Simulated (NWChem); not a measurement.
trifluoroacetic acid (C2HF3O2); SMILES C(=O)(C(F)(F)F)O

```xyz
8

O     -1.0822    -1.4804     0.0004
C      0.1269    -0.9367     0.0010
O      1.1653    -1.5253     0.0005
C      0.0174     0.5998     0.0003
F     -0.6564     1.0138     1.0696
F      1.2201     1.1412     0.0170
F     -0.6260     1.0130    -1.0881
H     -0.9697    -2.4443    -0.0007
```
Atoms are numbered in this order, from 1.

Program: NWChem. Medium grid unless said otherwise, to which SCAN and Minnesota functionals are sensitive. Coordinates come from a PBE0/def2-SVP optimisation. Total energies of different functionals are on different scales.

```
level                                 energy (Ha)  highest occupied level (eV)  orbital gap (eV)  dipole (D)  relative time
------------------------------------  -----------  ---------------------------  ----------------  ----------  -------------
B3LYP/def2-SVP                          -526.3973                        -8.66              7.61        2.17              1
PBE/def2-SVP                            -525.8892                        -7.07              5.25        2.10              1
LDA (Slater exchange, PW92)/def2-SVP    -522.7762                        -7.30              5.16        2.17              1
LRC-wPBEh/def2-SVP                      -525.9311                       -10.88             11.85        2.19              4
r2SCAN/def2-SVP                         -526.1667                        -7.62              5.85        2.20              1
r2SCAN0/def2-SVP                        -526.0900                        -9.38              8.58        2.26              1
BP86/def2-SVP                           -526.4062                        -7.21              5.28        2.11              1
```

The last column is a rough cost ratio, cheapest run = 1.
